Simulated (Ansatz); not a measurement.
Born–Oppenheimer molecular dynamics of H₂In (3 atoms, charge 0, multiplicity 2). It starts from a relaxed structure.

Level of theory: UKS PBE0-D4/def2-SVP (Ansatz 0.2.0).

| Quantity | Value |
| --- | --- |
| ensemble | NVE (velocity Verlet) |
| time step | 0.5 fs |
| steps asked | 266 |
| starting velocities drawn for | 300 K |
| masses | H 2.014 u |
| seed | 721296 |

First frame:

```xyz
3
Properties=species:S:1:pos:R:3
In 0.390 -0.431 0.152
H 0.691 1.271 0.522
H -1.092 -0.905 -0.688
```

How far do the bonds stretch over the last three quarters of this one trajectory? (Pairs bonded in most of those frames.)


| bond | mean (Å) | spread (Å) | shortest | longest |
| --- | --- | --- | --- | --- |
| In1–H2 | 1.770 | 0.045 | 1.70 | 1.84 |
| In1–H3 | 1.768 | 0.021 | 1.73 | 1.81 |

Mean temperature of the second half: 157 K. The conserved energy stayed within 0.025 meV per atom of its start (net change 0.012 meV per atom), so the integration is sound. The temperature averaged 0.52 of the 300 K drawn at the start: a run that starts near a minimum puts about half its kinetic energy into the potential. A run of 0.13 ps of so small a system gives no equilibrium averages.

Time of the run: 4.9 min on 1 thread of Arm Neoverse V1, on a shared host, peak memory 0.095 GiB.
